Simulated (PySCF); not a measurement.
## Heteronuclear NMR

Structure with atom numbers: `[CH3:1][SiH2:2][C:3]#[C:4][c:5]1[n:6][cH:7][nH:8][c:9]1[F:10]` (H(Xn): hydrogen on atom n).

PySCF 2.14.0 with density-fitted response routines calculation with geometry from GFN2-xTB and shielding tensors at PBE0/pcSseg-1 (GIAO); no solvent, non-relativistic, one computed conformer, equivalent nuclei averaged.

Q: Where does 19F resonate?

A: 
```tsv
atoms	environment	σ (ppm)	δ (ppm)
F10	aryl fluorine	320.6	-143.3
```

Shieldings were converted by a linear fit to measured shifts: 19F (scatter 6.0 ppm rms, 7.0 ppm with the 5 outliers that the fit left out vs CFCl3, solution or neat liquid, with a term for F on sp3 carbon). Occasional misses reach two or three times the rms, and more in compound classes unlike the fitted ones.

On a 500 MHz spectrometer 19F resonates near 470.5 MHz, so 1 ppm is 470.5 Hz.

Q: Where does 29Si resonate?

A: 
```
atoms                 environment  σ (ppm)  δ (ppm)
  Si2  silicon bonded to 2 C, 2 H    418.2    -63.8
```

Shieldings were converted by a linear fit to measured shifts: 29Si: δ = 279.94 − 0.822σ (rms 8.9 ppm, 72 shifts, 25.8 ppm with the 6 outliers that the fit left out vs TMS, solution or neat liquid). Occasional misses reach two or three times the rms, and more in compound classes unlike the fitted ones.

On a 500 MHz spectrometer 29Si resonates near 99.3 MHz, so 1 ppm is 99.3 Hz.

Q: What are the 15N shifts?

A: 
```
atoms                         environment  σ (ppm)  δ (ppm)
   N6  pyridine-type nitrogen of an azole    -41.7   -109.6
   N8          pyrrole-type ring nitrogen     96.6   -237.1
```

Shieldings were converted by a linear fit to measured shifts: 15N: δ = -148.07 − 0.921σ (rms 6.3 ppm, 71 shifts vs CH3NO2, solution or neat liquid). Occasional misses reach two or three times the rms, and more in compound classes unlike the fitted ones.

On a 500 MHz spectrometer 15N resonates near 50.7 MHz, so 1 ppm is 50.7 Hz.
